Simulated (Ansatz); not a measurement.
Molecule: ZrF₂, net charge 0, singlet state. 
Structure (B3LYP-D3(BJ)/def2-TZVP (Ansatz, a quantum-chemistry and plane-wave program) minimum search):
SMILES: [Zr]([F])[F]
```xyz
3

Zr     0.0018    -0.0064    -0.3205
F      1.5627     0.0182     0.7209
F     -1.5706     0.0104     0.7037
```
Charge 0, spin multiplicity 1.

Basis-set convergence of Hartree-Fock and CCSD(T) correlation energies (hartree) with Ansatz. Correlated levels leave the core frozen unless marked. No spin-orbit coupling. The frozen core is the preceding noble-gas configuration, with the filled d and f shells of earlier blocks. Past Kr the def2 sets carry scalar-relativistic core potentials.

The Hartree-Fock reference is unstable (checked in the largest basis), which strains HF and MP2. 

```csv
basis,functions,E(HF),"E(corr, CCSD(T))",rough core time
def2-SVP,59,-245.31545,-0.48827,under 20 s
def2-TZVPP,118,-245.58424,-0.63627,under 20 s
def2-QZVPP,195,-245.59646,-0.68777,60 s
```

Extrapolating the two largest sets (X = 3 and 4) as X^-3: E(corr) = (64·(-0.68777) - 27·(-0.63627))/37 = -0.7254 Eh, an estimate of the basis-set limit. The largest set recovers 94.8 % of it, the smallest 67.3 %.
